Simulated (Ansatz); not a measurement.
A CCSD(T) single point on C$_{2}$H$_{6}$S$_{2}$Zn, SMILES `C[S][Zn][S]C`.

```yaml
crystal:
  periodic: [false, false, false]
  atoms:
    - {symbol: C, position_ang: [-1.425918, 2.330102, -0.875584]}
    - {symbol: S, position_ang: [0.155376, 1.779272, -1.599506]}
    - {symbol: Zn, position_ang: [0.272197, -0.277477, -0.945947]}
    - {symbol: S, position_ang: [0.397706, -2.342658, -0.321252]}
    - {symbol: C, position_ang: [1.318499, -2.220635, 1.248868]}
    - {symbol: H, position_ang: [-2.267657, 1.757771, -1.262107]}
    - {symbol: H, position_ang: [-1.412108, 2.279546, 0.212030]}
    - {symbol: H, position_ang: [-1.551499, 3.371718, -1.171222]}
    - {symbol: H, position_ang: [1.420718, -3.239049, 1.623708]}
    - {symbol: H, position_ang: [2.314215, -1.805567, 1.101340]}
    - {symbol: H, position_ang: [0.778491, -1.633033, 1.989661]}
basis:
  gaussian: {orbitals: def2-SVP}
correlation: {method: ccsd_t, frozen_orbitals: {C: 1, H: 0, S: 5, Zn: 9}}
```

```sh
$ ansatz run in.yaml --threads 2 --pin off --events-out ev --progress --plain --max-ram 32768MiB --backend cuda --devices 0, --max-vram 18GiB
```

The program prints (abridged):

```
Functional definition: HF
1220 factors; integrals over basis functions are off by at most 1.3e-3 eV
mean field evaluation 1: about -72151.3861 eV, gradient 2.5e1 eV
mean field evaluation 2: about -72151.4991 eV, gradient 2.5e1 eV
mean field evaluation 4: about -72153.4879 eV, gradient 4.3e0 eV
mean field evaluation 8: about -72153.5291 eV, gradient 3.5e-4 eV
mean field -72153.52909949 eV, -2651.5932869875 hartree, gradient 1.6e-6 eV, S^2 0.000000; 0 other end points of the search recorded, 0 dependent functions left out
21 core orbitals not correlated: weight in the atoms' cores, before any rotation towards them, 1.000 or more for the frozen orbitals, at most 0.000 for the correlated occupied ones
reference -72153.52909949 eV, -2651.5932869875 hartree; 19, 19 occupied and 85, 85 virtual orbitals, 1220 factors
second order -23.00841288 eV of doubles, -0.00000000 eV of singles
cycle   1  -23.21588074 eV  change   -2.1e-1 eV  update   1.1e-1
cycle   2  -23.83884080 eV  change   -6.2e-1 eV  update   3.8e-2
cycle   3  -23.97942402 eV  change   -1.4e-1 eV  update   1.9e-2
cycle   4  -23.97654318 eV  change    2.9e-3 eV  update   5.0e-3
cycle   5  -23.97398563 eV  change    2.6e-3 eV  update   2.3e-3
cycle   6  -23.97336957 eV  change    6.2e-4 eV  update   6.4e-4
cycle   7  -23.97311498 eV  change    2.5e-4 eV  update   2.3e-4
cycle   8  -23.97302996 eV  change    8.5e-5 eV  update   6.9e-5
cycle   9  -23.97302612 eV  change    3.8e-6 eV  update   2.4e-5
perturbative correction -0.70917485 eV, -0.0260616952 hartree
Total energy: -72178.21130046 eV, -2652.5003411430 hartree
```

Hardware: 2 threads of an AMD EPYC 7R13 on a shared host and a share of an NVIDIA H100 80 GB. Wall time 6 s, peak host memory 0.78 GiB.

Correlation energy per correlated electron: -0.650 eV. T1 diagnostic: 0.0114.
